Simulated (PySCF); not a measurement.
Si(OH)(NH2)3 (H7N3OSi), SMILES N[Si](N)(N)O. Geometry: PBE-D3(BJ)/def2-SVP. Other conformers were not sampled.

The numbers are results of PBE-D3(BJ)/def2-SVP (PySCF 2.14.0), not measurements.

Harmonic wavenumbers (cm⁻¹): 117, 160, 199, 203, 284, 292, 320, 325, 341, 393, 448, 480, 706, 755, 765, 801, 812, 881, 908, 942, 1478, 1490, 1494, 3473, 3477, 3514, 3568, 3573, 3616, 3752. Rotational constants (GHz): 3.792, 3.514, 3.420; symmetry number 1.

Question: Work out the zero-point energy and the ideal-gas rigid-rotor harmonic-oscillator thermochemistry at 298.15 K and 1 atm.

Answer: ZPE = ½ Σ hcν = ½ × 39565 cm⁻¹ = 56.56 kcal/mol. H − E(el) = 62.64 kcal/mol. Entropy in cal/(mol K): translation 39.51, rotation 26.36, vibration 20.87, total 86.73. G − E(el) = 36.78 kcal/mol. Cp = 33.08 cal/(mol K). Modes under 150 cm⁻¹ make the vibrational entropy uncertain.
